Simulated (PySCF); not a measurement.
Unknown compound

An unknown has the formula C$_{4}$H$_{12}$BN. Its calculated NMR data are:

1H NMR (600 MHz, computed): δ 2.47 (s, 3H), 2.10 (br, 3H), 1.94 (m, 1H), 1.06 (br s, 1H), 0.93 (m, 1H), 0.58 (m, 1H), 0.50 (m, 1H), 0.16 (m, 1H).

13C{1H} NMR (computed): δ 43.2, 39.2, 9.3, 6.8.

Theory: couplings computed with B3LYP/pcJ-1 (spin–dipole term only in couplings to heteroatoms), shielding tensors at PBE0/pcSseg-1 (GIAO), geometry: PBE0-D3(BJ)/def2-SVP, in PySCF 2.14.0 with density-fitted response routines (a single conformation, no solvent model, non-relativistic, one averaged value for each set of equivalent atoms).

δ = σ(ref) − σ, references computed at the same level: 1H (σ = 31.27 ppm) and 13C (σ = 184.41 ppm) against TMS.

Which candidate is it?
A. [NH3+][BH2-]C1CCC1
B. [BH3-][N@@H+](C)C1CC1
C. CNBC(C)C
D. C=C(C)[B@@H-](C)[NH3+]

Results:

B. 

4 carbon signals for 4 carbons: no two carbons are equivalent. Carbon types of the structure: 1 × CH, 2 × CH2, 1 × CH3, leaving 4 H on heteroatoms. δC 43.2: methyl carbon bonded to N; pulled downfield by the heteroatom. δC 39.2, 9.3, 6.8: three-membered-ring carbon. δH 2.47: hydrogen on a methyl carbon bonded to N; its carbon carries N, an electronegative neighbour. δH 2.10: hydrogen on a boron bonded to N. δH 1.06: hydrogen on a donor nitrogen of a Lewis adduct; exchangeable, gas-phase position.

The others: C=C(C)[B@@H-](C)[NH3+] would give 5 signals for carbon-bound and other non-exchanging H, not 7; [NH3+][BH2-]C1CCC1 would give 3 carbon signals, not 4; CNBC(C)C would give 3 carbon signals, not 4.

OH/NH shifts are gas-phase values; hydrogen bonding in solution moves them, usually downfield. Hydrogens on boron are broadened and split by 11B (spin 3/2, 80 %) and 10B (spin 3). Multiplet labels drop couplings under 1 Hz and merge nearly equal ones. Unscaled 3J(H,H) at this level run about 10 % above measured values. Shifts are as computed. Against solution values, carbons near 30 ppm lie about +2 ppm off and those near 130 ppm about +5 ppm. Of 1211 compounds with measured shifts, 218 miss one by over three times the rms of a fit or turn the order of signals round; such compounds aren't used in these exercises. Couplings to exchangeable protons are dropped.
